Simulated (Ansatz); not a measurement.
C3H11BO2Si (SMILES C[Si](C)(C)B(O)O), singlet, at a GFN2-xTB geometry; CASSCF(4,4)/STO-3G (Ansatz, a program for electronic structure).

Input for Ansatz:
Ansatz 0.2 input:
```yaml
crystal:
  periodic: [false, false, false]
  atoms:
    - {symbol: B, position_ang: [0.71100626, -0.32267683, 1.14683010]}
    - {symbol: O, position_ang: [0.32595512, -1.39542745, 1.88115621]}
    - {symbol: H, position_ang: [0.81707174, -1.58756550, 2.68492242]}
    - {symbol: O, position_ang: [1.75003189, 0.46373419, 1.52136524]}
    - {symbol: H, position_ang: [2.21426762, 0.23650259, 2.33192287]}
    - {symbol: Si, position_ang: [-0.29443340, 0.12827160, -0.50256437]}
    - {symbol: C, position_ang: [0.78374012, 1.00799208, -1.82360258]}
    - {symbol: C, position_ang: [-1.75839714, 1.32068038, -0.13545143]}
    - {symbol: C, position_ang: [-1.06613406, -1.40705690, -1.35623450]}
    - {symbol: H, position_ang: [0.19339615, 1.31324582, -2.68181078]}
    - {symbol: H, position_ang: [1.25248138, 1.89638667, -1.41206422]}
    - {symbol: H, position_ang: [1.57780708, 0.36123239, -2.18509349]}
    - {symbol: H, position_ang: [-1.40842545, 2.25310472, 0.29814868]}
    - {symbol: H, position_ang: [-2.46161114, 0.87814904, 0.56423454]}
    - {symbol: H, position_ang: [-2.30596082, 1.56496771, -1.04042991]}
    - {symbol: H, position_ang: [-1.69888522, -1.95668340, -0.66640566]}
    - {symbol: H, position_ang: [-0.30171725, -2.09252545, -1.71023434]}
    - {symbol: H, position_ang: [-1.67453745, -1.12538010, -2.20988002]}
basis:
  gaussian:
    orbitals: STO-3G
hamiltonian:
  xc: hf
magnetization: {spin_polarized: false}
correlation: {active_space: {window: {electrons: 4, orbitals: 4}}}
```

Output, abridged:

```
Functional definition: HF
672 factors; integrals over basis functions are off by at most 4.5e-5 eV
mean field evaluation 1: about -15682.8375 eV, gradient 2.8e1 eV
mean field evaluation 2: about -15683.0773 eV, gradient 2.8e1 eV
mean field evaluation 4: about -15685.7667 eV, gradient 1.6e0 eV
mean field evaluation 8: about -15685.7763 eV, gradient 6.3e-6 eV
mean field -15685.77628366 eV, -576.4416462234 hartree, gradient 2.0e-6 eV, S^2 0.000000; 0 other end points of the search recorded, 0 dependent functions left out
reference -15685.77628366 eV, -576.4416462234 hartree; 32, 32 occupied and 18, 18 virtual orbitals, 672 factors
state -15686.59925267 eV, -576.4718897766 hartree
Total energy: -15686.59925267 eV, -576.4718897766 hartree
```
